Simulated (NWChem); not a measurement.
System: CH₃FOSW; SMILES [W](=[S])([F])(=[O])[CH3]

Not confirmed as a minimum by frequencies. def2 effective core potentials on W; no spin-orbit coupling.

Give the equilibrium geometry at PBE0/def2-SVP with def2 effective core potentials on W (NWChem) as a Z-matrix, with the point group.

point group C1; any orientation.
```
W
O 1 1.6927
F 1 1.8658 2 114.85
C 1 2.0907 2 102.99 3 120.53
H 4 1.1006 1 112.18 2 54.76
H 4 1.1025 5 108.82 1 -121.95
H 4 1.1051 5 108.50 6 -119.43
S 1 2.1307 2 108.57 4 109.88
```
